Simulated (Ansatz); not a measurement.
`[SiH3]BS` + CH₃OH → `COBS` + SiH₄ at 600 K and 1 bar (cleavage of the B–Si bond).

Gas-phase electronic energies from Ansatz, PBE0-D4/def2-TZVP geometries. CCSD(T)/CBS is the MP2 limit (def2-TZVPP, def2-QZVPP) plus CCSD(T) − MP2 in def2-TZVPP, frozen cores. This one scheme is used for every species. One conformer a species, not always the lowest.

```csv
species,CCSD(T)/CBS energy (Eh),H − E (kJ/mol),S (J/(mol·K))
`[SiH3]BS`,-714.65737,172.2,380.5
CH₃OH,-115.61712,163.6,277.3
`COBS`,-538.86373,221.3,382.5
SiH₄,-291.46306,108.7,242.3
```

H − E and S are ideal-gas, rigid-rotor, harmonic terms from PBE0-D4/def2-TZVP, for one conformer and one mirror image of each species. 1 Eh = 2625.50 kJ/mol, R = 8.31446 J/(mol·K).

By hand: ΔE, ΔH, ΔS and ΔG.

ΔE = (-538.86373) + (-291.46306) − (-714.65737) − (-115.61712) = -0.05230 Eh = -137.3 kJ/mol. Δ(H − E) = 221.3 + 108.7 − 172.2 − 163.6 = -5.8, so ΔH = -143.1 kJ/mol. ΔS = 382.5 + 242.3 − 380.5 − 277.3 = -33.0 J/(mol·K). ΔG = -143.1 − 600 × (-33.0)/1000 = -123.3 kJ/mol.

By hand: the equilibrium constant, and the temperature at which ΔG would vanish if ΔH and ΔS stayed fixed.

log₁₀ K = −ΔG/(RT ln 10) = 10.7. ΔG = 0 at ΔH/ΔS = 4336 K, far beyond where these terms or the molecules hold.

ΔH outweighs TΔS. A doubt of 5 kJ/mol in ΔE shifts log₁₀ K by 0.4 here. Other conformers and mirror images would add mixing entropy, several J/(mol·K) or more a flexible species. These are equilibria of isolated gas molecules and say nothing of rates. Largest T1 diagnostic: 0.015 (customary marks: 0.02 for closed shells, 0.045 for open ones).
